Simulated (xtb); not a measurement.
trans-ethylamine (C2H7N), singlet, at a GFN2-xTB geometry. Base run: GFN2-xTB run with xtb.

Input for xtb:
```
$ xtb mol.xyz --gfn 2 --json

# file mol.xyz
10

C      1.21347580    -0.33489211    -0.00053948
C     -0.01511352     0.57959694    -0.00065065
N     -1.29044637    -0.11469946     0.00111158
H      2.12582993     0.25587901    -0.00190763
H      1.21478843    -0.97056086     0.88382899
H      1.21344556    -0.97257980    -0.88345425
H      0.00625613     1.22117055    -0.88594093
H      0.00760037     1.22319154     0.88313798
H     -1.36186295    -0.71028181     0.82013011
H     -1.36310650    -0.71215141    -0.81643455
```

The base run was repeated with changes; each row names its change, and settings that it needs were set with it.

```tsv
change	ΔE vs base (kcal/mol)	HOMO-LUMO gap (eV)	dipole (D)	SCF cycles
base	0.000	11.59	1.52	9
etemp = 1000	0.000	11.59	1.52	9
acc = 1000	0.003	11.59	1.52	4
gbsa = methanol	-3.29	11.62	1.61	9
etemp = 10000	-0.127	11.59	1.52	9
etemp = 5000	0.000	11.59	1.52	9
```

ALPB and GBSA are two models with their own fitted parameters for each solvent, which aren't always the measured dielectric constant.
